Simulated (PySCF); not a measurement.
Ga(H)3 anion (GaH₃), SMILES [GaH3] (connectivity only; charge and spin as stated), charge -1, multiplicity 2.

Geometry optimised at PBE0-D3(BJ)/def2-TZVPD. The spin state was assumed, not searched. The isomer is the one that the SMILES or the coordinates give; other isomers of the formula were not compared.

All values below come from B3LYP/def2-TZVPD in PySCF.

Gas-phase values at a fixed geometry. A positive occupied level means that this level leaves the electron formally unbound; only the finite basis holds it.

```yaml
total_energy: -1926.68785 hartree
point_group: C3v
"α spin, highest occupied and lowest empty level": 1.29 and 4.10 eV
"β spin, highest occupied and lowest empty level": -2.13 and 3.48 eV
dipole_moment_about_the_centre_of_nuclear_charge: 0.07 D
mean_static_polarisability: 87.1 bohr³ (12.91 Å³)
polarisability_principal_values: 77.1, 77.1, 107.2 bohr³
"⟨S²⟩": 0.751 (pure state 0.75)
```
